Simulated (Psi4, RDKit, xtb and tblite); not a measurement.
Two geometries of SMILES [SiH2](CCC)N, relaxed at GFN2-xTB with one dihedral held; other torsions can differ between them too.

Structure A

```
16

C      2.3693     0.4734    -0.5828
C      1.2475     0.3062     0.4360
C     -0.0824    -0.0346    -0.2281
Si    -1.4953    -0.2706     1.0228
N     -2.8479     0.5887     0.3840
H      2.5098    -0.4452    -1.1496
H      2.1312     1.2725    -1.2825
H      3.3074     0.7181    -0.0886
H      1.5151    -0.4855     1.1402
H      1.1395     1.2297     1.0083
H      0.0492    -0.9384    -0.8264
H     -0.3356     0.7658    -0.9262
H     -1.2274     0.3781     2.3082
H     -1.6984    -1.7135     1.2534
H     -3.6957     0.6144     0.9269
H     -3.0771     0.4807    -0.5915
```

Structure B

```
16

C      2.3622     0.4950    -0.5814
C      1.2472     0.3173     0.4434
C     -0.0840    -0.0321    -0.2136
Si    -1.5063    -0.2357     1.0281
N     -1.6545     1.2759     1.8441
H      2.5023    -0.4198    -1.1546
H      2.1184     1.2971    -1.2759
H      3.3022     0.7402    -0.0912
H      1.5231    -0.4754     1.1420
H      1.1361     1.2372     1.0206
H      0.0339    -0.9574    -0.7803
H     -0.3313     0.7414    -0.9443
H     -1.1928    -1.2075     2.0772
H     -2.7056    -0.6775     0.2923
H     -2.3288     1.3611     2.5869
H     -1.6345     2.1267     1.3045
```

**Question.** Which is lower in energy at the level PBE0-D3(BJ)/def2-TZVP // GFN2-xTB (Psi4), and by how much?

**Answer.** B is lower, by 5.80 kJ/mol (dihedral C2–C3–Si4–N5: 135° in A, 60° in B).

E(B) − E(A) in kJ/mol at the other levels, on the same two geometries: GFN2-xTB (xtb and tblite) -1.96; MMFF94 // GFN2-xTB (RDKit) -5.05; PBE0/def2-TZVP // GFN2-xTB (Psi4) -5.23; PBE/def2-TZVP // GFN2-xTB (Psi4) -4.81; PBE-D3(BJ)/def2-TZVP // GFN2-xTB (Psi4) -5.41.
